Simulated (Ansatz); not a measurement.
Ansatz (an electronic-structure program) input (B3LYP-D3(BJ)/def2-TZVP):

Ansatz 0.2 input:
```yaml
crystal:
  periodic: [false, false, false]
  atoms:
    - {symbol: C, position_ang: [-0.24049525, -1.26527185, -0.93598686]}
    - {symbol: C, position_ang: [-0.32558548, -0.13800598, 0.09062058]}
    - {symbol: C, position_ang: [-1.10158784, 1.06049551, -0.45368377]}
    - {symbol: C, position_ang: [-0.94841294, -0.63343750, 1.38921475]}
    - {symbol: O, position_ang: [1.01256971, 0.27151758, 0.48437921]}
    - {symbol: C, position_ang: [1.86490379, 0.72359812, -0.46214024]}
    - {symbol: H, position_ang: [0.34538318, -2.09449479, -0.53842395]}
    - {symbol: H, position_ang: [-1.24112207, -1.62884634, -1.17441954]}
    - {symbol: H, position_ang: [0.22895101, -0.92672754, -1.85938270]}
    - {symbol: H, position_ang: [-0.68731876, 1.42084555, -1.39512641]}
    - {symbol: H, position_ang: [-2.13920228, 0.77729694, -0.63538874]}
    - {symbol: H, position_ang: [-1.08713982, 1.87870172, 0.26710636]}
    - {symbol: H, position_ang: [-1.96829789, -0.97822431, 1.21502434]}
    - {symbol: H, position_ang: [-0.97244018, 0.16794603, 2.12823614]}
    - {symbol: H, position_ang: [-0.36504793, -1.45950029, 1.79644062]}
    - {symbol: H, position_ang: [1.47764400, 1.14034488, -1.38231647]}
    - {symbol: H, position_ang: [2.81509927, 1.04624768, -0.06493010]}
basis:
  gaussian:
    orbitals: def2-TZVP
hamiltonian:
  xc: b3lyp
  dispersion: d3bj
magnetization: {spin_polarized: true, initial_magnetization: 1}
phonons: {temperatures: {t_min: 298.15, t_max: 298.15, t_step: 100}}
```

Output:

```
Functional definition: B3LYP
integrals: 0.20 GiB planned
1535 factors; their error is unknown
0.36 GiB of the device are held for the grids
1.52 GiB of device memory are held for the factors and their scratch space
mean field: 1.83 GiB planned
mean field evaluation 1: about -7398.8047 eV, gradient 5.6e1 eV
mean field evaluation 2: about -7391.3533 eV, gradient 6.6e1 eV
mean field evaluation 4: about -7413.0270 eV, gradient 4.8e0 eV
mean field evaluation 8: about -7413.1062 eV, gradient 6.9e-2 eV
mean field evaluation 16: about -7413.0718 eV, gradient 5.3e-4 eV
mean field -7413.07178153 eV, -272.4253632106 hartree, gradient 3.3e-5 eV, S^2 0.753732; 0 other end points of the search recorded, 0 dependent functions left out
the calculation of the forces begins
reference -7413.07208343 eV, -272.4253743054 hartree; 25, 24 occupied and 227, 228 virtual orbitals, 1535 factors
these checks for a lower state are left out or cut short: stability, starts, cluster_reference, orbital_swaps, neighbouring_geometries, increment
integrals: 0.20 GiB planned
1535 factors; their error is unknown
0.36 GiB of the device are held for the grids
1.52 GiB of device memory are held for the factors and their scratch space
mean field: 1.84 GiB planned
mean field -7413.07160025 eV, -272.4253565489 hartree, gradient 3.2e-6 eV, S^2 0.753732; 0 other end points of the search recorded, 0 dependent functions left out
the calculation of the forces begins
reference -7413.07190216 eV, -272.4253676439 hartree; 25, 24 occupied and 227, 228 virtual orbitals, 1535 factors
these checks for a lower state are left out or cut short: stability, starts, cluster_reference, orbital_swaps, neighbouring_geometries, increment
integrals: 0.20 GiB planned
1535 factors; their error is unknown
0.36 GiB of the device are held for the grids
1.52 GiB of device memory are held for the factors and their scratch space
mean field: 1.84 GiB planned
mean field evaluation 32: about -7413.0716 eV, gradient 2.9e-6 eV
mean field -7413.07161028 eV, -272.4253569176 hartree, gradient 3.2e-6 eV, S^2 0.753732; 0 other end points of the search recorded, 0 dependent functions left out
the calculation of the forces begins
reference -7413.07191218 eV, -272.4253680122 hartree; 25, 24 occupied and 227, 228 virtual orbitals, 1535 factors
these checks for a lower state are left out or cut short: stability, starts, cluster_reference, orbital_swaps, neighbouring_geometries, increment
integrals: 0.20 GiB planned
1535 factors; their error is unknown
0.36 GiB of the device are held for the grids
1.52 GiB of device memory are held for the factors and their scratch space
mean field: 1.84 GiB planned
mean field -7413.07156265 eV, -272.4253551669 hartree, gradient 3.2e-6 eV, S^2 0.753732; 0 other end points of the search recorded, 0 dependent functions left out
the calculation of the forces begins
reference -7413.07186457 eV, -272.4253662624 hartree; 25, 24 occupied and 227, 228 virtual orbitals, 1535 factors
these checks for a lower state are left out or cut short: stability, starts, cluster_reference, orbital_swaps, neighbouring_geometries, increment
integrals: 0.20 GiB planned
1535 factors; their error is unknown
0.36 GiB of the device are held for the grids
1.52 GiB of device memory are held for the factors and their scratch space
mean field: 1.84 GiB planned
mean field -7413.07168988 eV, -272.4253598425 hartree, gradient 3.2e-6 eV, S^2 0.753732; 0 other end points of the search recorded, 0 dependent functions left out
[...]
reference -7413.07201829 eV, -272.4253719115 hartree; 25, 24 occupied and 227, 228 virtual orbitals, 1535 factors
these checks for a lower state are left out or cut short: stability, starts, cluster_reference, orbital_swaps, neighbouring_geometries, increment
integrals: 0.20 GiB planned
1535 factors; their error is unknown
0.36 GiB of the device are held for the grids
1.52 GiB of device memory are held for the factors and their scratch space
mean field: 1.84 GiB planned
mean field -7413.07178564 eV, -272.4253633618 hartree, gradient 3.2e-6 eV, S^2 0.753731; 0 other end points of the search recorded, 0 dependent functions left out
the calculation of the forces begins
reference -7413.07208756 eV, -272.4253744572 hartree; 25, 24 occupied and 227, 228 virtual orbitals, 1535 factors
these checks for a lower state are left out or cut short: stability, starts, cluster_reference, orbital_swaps, neighbouring_geometries, increment
integrals: 0.20 GiB planned
1535 factors; their error is unknown
0.36 GiB of the device are held for the grids
1.52 GiB of device memory are held for the factors and their scratch space
mean field: 1.84 GiB planned
mean field evaluation 672: about -7413.1105 eV, gradient 5.2e-4 eV
mean field -7413.07174246 eV, -272.4253617750 hartree, gradient 3.2e-6 eV, S^2 0.753733; 0 other end points of the search recorded, 0 dependent functions left out
the calculation of the forces begins
reference -7413.07204435 eV, -272.4253728693 hartree; 25, 24 occupied and 227, 228 virtual orbitals, 1535 factors
these checks for a lower state are left out or cut short: stability, starts, cluster_reference, orbital_swaps, neighbouring_geometries, increment
integrals: 0.20 GiB planned
1535 factors; their error is unknown
0.36 GiB of the device are held for the grids
1.52 GiB of device memory are held for the factors and their scratch space
mean field: 1.84 GiB planned
mean field -7413.07168260 eV, -272.4253595750 hartree, gradient 3.2e-6 eV, S^2 0.753727; 0 other end points of the search recorded, 0 dependent functions left out
the calculation of the forces begins
reference -7413.07198450 eV, -272.4253706696 hartree; 25, 24 occupied and 227, 228 virtual orbitals, 1535 factors
these checks for a lower state are left out or cut short: stability, starts, cluster_reference, orbital_swaps, neighbouring_geometries, increment
integrals: 0.20 GiB planned
1535 factors; their error is unknown
0.36 GiB of the device are held for the grids
1.52 GiB of device memory are held for the factors and their scratch space
mean field: 1.84 GiB planned
mean field -7413.07171830 eV, -272.4253608871 hartree, gradient 3.2e-6 eV, S^2 0.753737; 0 other end points of the search recorded, 0 dependent functions left out
the calculation of the forces begins
reference -7413.07202021 eV, -272.4253719821 hartree; 25, 24 occupied and 227, 228 virtual orbitals, 1535 factors
these checks for a lower state are left out or cut short: stability, starts, cluster_reference, orbital_swaps, neighbouring_geometries, increment
integrals: 0.20 GiB planned
1535 factors; their error is unknown
0.37 GiB of the device are held for the grids
1.52 GiB of device memory are held for the factors and their scratch space
mean field: 1.84 GiB planned
mean field -7413.07172606 eV, -272.4253611723 hartree, gradient 3.2e-6 eV, S^2 0.753738; 0 other end points of the search recorded, 0 dependent functions left out
the calculation of the forces begins
reference -7413.07202803 eV, -272.4253722693 hartree; 25, 24 occupied and 227, 228 virtual orbitals, 1535 factors
these checks for a lower state are left out or cut short: stability, starts, cluster_reference, orbital_swaps, neighbouring_geometries, increment
integrals: 0.20 GiB planned
1535 factors; their error is unknown
0.36 GiB of the device are held for the grids
1.52 GiB of device memory are held for the factors and their scratch space
mean field: 1.84 GiB planned
mean field evaluation 704: about -7413.0717 eV, gradient 2.8e-6 eV
mean field -7413.07165984 eV, -272.4253587385 hartree, gradient 3.2e-6 eV, S^2 0.753726; 0 other end points of the search recorded, 0 dependent functions left out
the calculation of the forces begins
reference -7413.07196168 eV, -272.4253698312 hartree; 25, 24 occupied and 227, 228 virtual orbitals, 1535 factors
these checks for a lower state are left out or cut short: stability, starts, cluster_reference, orbital_swaps, neighbouring_geometries, increment
integrals: 0.20 GiB planned
1535 factors; their error is unknown
0.36 GiB of the device are held for the grids
1.52 GiB of device memory are held for the factors and their scratch space
mean field: 1.84 GiB planned
mean field -7413.07177972 eV, -272.4253631441 hartree, gradient 3.2e-6 eV, S^2 0.753731; 0 other end points of the search recorded, 0 dependent functions left out
the calculation of the forces begins
reference -7413.07208166 eV, -272.4253742404 hartree; 25, 24 occupied and 227, 228 virtual orbitals, 1535 factors
these checks for a lower state are left out or cut short: stability, starts, cluster_reference, orbital_swaps, neighbouring_geometries, increment
integrals: 0.20 GiB planned
1535 factors; their error is unknown
0.37 GiB of the device are held for the grids
1.52 GiB of device memory are held for the factors and their scratch space
mean field: 1.83 GiB planned
mean field -7413.07175717 eV, -272.4253623155 hartree, gradient 3.2e-6 eV, S^2 0.753733; 0 other end points of the search recorded, 0 dependent functions left out
the calculation of the forces begins
reference -7413.07205903 eV, -272.4253734088 hartree; 25, 24 occupied and 227, 228 virtual orbitals, 1535 factors
these checks for a lower state are left out or cut short: stability, starts, cluster_reference, orbital_swaps, neighbouring_geometries, increment
integrals: 0.20 GiB planned
1535 factors; their error is unknown
0.36 GiB of the device are held for the grids
1.52 GiB of device memory are held for the factors and their scratch space
mean field: 1.84 GiB planned
mean field -7413.07175475 eV, -272.4253622267 hartree, gradient 3.2e-6 eV, S^2 0.753734; 0 other end points of the search recorded, 0 dependent functions left out
the calculation of the forces begins
reference -7413.07205667 eV, -272.4253733218 hartree; 25, 24 occupied and 227, 228 virtual orbitals, 1535 factors
these checks for a lower state are left out or cut short: stability, starts, cluster_reference, orbital_swaps, neighbouring_geometries, increment
integrals: 0.20 GiB planned
1535 factors; their error is unknown
0.36 GiB of the device are held for the grids
1.52 GiB of device memory are held for the factors and their scratch space
mean field: 1.84 GiB planned
mean field -7413.07175066 eV, -272.4253620763 hartree, gradient 3.2e-6 eV, S^2 0.753730; 0 other end points of the search recorded, 0 dependent functions left out
the calculation of the forces begins
reference -7413.07205256 eV, -272.4253731709 hartree; 25, 24 occupied and 227, 228 virtual orbitals, 1535 factors
Total energy: -7413.68922608 eV, -272.4480538793 hartree
Atom 0 at    -0.240495    -1.265272    -0.935987 Å, force    -0.000408     0.000005    -0.000034 eV/Å
Atom 1 at    -0.325585    -0.138006     0.090621 Å, force     0.000532    -0.001055     0.000450 eV/Å
Atom 2 at    -1.101588     1.060496    -0.453684 Å, force     0.000651    -0.000874     0.000510 eV/Å
Atom 3 at    -0.948413    -0.633437     1.389215 Å, force     0.000006     0.000604    -0.000441 eV/Å
Atom 4 at     1.012570     0.271518     0.484379 Å, force    -0.001500     0.000963    -0.000694 eV/Å
Atom 5 at     1.864904     0.723598    -0.462140 Å, force     0.001207    -0.000359    -0.000238 eV/Å
Atom 6 at     0.345383    -2.094495    -0.538424 Å, force     0.000177     0.000195     0.000089 eV/Å
Atom 7 at    -1.241122    -1.628846    -1.174420 Å, force    -0.000019     0.000082     0.000030 eV/Å
Atom 8 at     0.228951    -0.926728    -1.859383 Å, force    -0.000114     0.000175     0.000167 eV/Å
Atom 9 at    -0.687319     1.420846    -1.395126 Å, force    -0.000065     0.000735    -0.000356 eV/Å
Atom 10 at    -2.139202     0.777297    -0.635389 Å, force    -0.000067    -0.000164    -0.000190 eV/Å
Atom 11 at    -1.087140     1.878702     0.267106 Å, force    -0.000040     0.000120    -0.000031 eV/Å
Atom 12 at    -1.968298    -0.978224     1.215024 Å, force    -0.000021     0.000056     0.000020 eV/Å
Atom 13 at    -0.972440     0.167946     2.128236 Å, force    -0.000064    -0.000256     0.000431 eV/Å
Atom 14 at    -0.365048    -1.459500     1.796441 Å, force     0.000017    -0.000102    -0.000074 eV/Å
Atom 15 at     1.477644     1.140345    -1.382316 Å, force    -0.000539    -0.000139     0.000111 eV/Å
Atom 16 at     2.815099     1.046248    -0.064930 Å, force     0.000248     0.000014     0.000248 eV/Å
Dipole moment:    -0.290088    -0.003334    -0.126898 e Å
Vibrations: 100.52 200.54 220.26 249.26 261.19 275.92 349.58 373.13 411.95 465.46 514.59 540.17 724.60 849.55 920.25 930.51 968.14 1046.86 1051.17 1182.77 1217.78 1259.69 1262.79 1290.00 1402.52 1404.29 1429.27 1471.83 1478.13 1485.50 1487.49 1497.55 1506.59 1518.36 3041.81 3042.14 3049.64 3106.53 3108.51 3112.01 3115.65 3116.72 3117.83 3133.20 3262.50 cm⁻¹, zero-point energy 4.063877 eV
```

It need not be the lowest isomer of its formula.
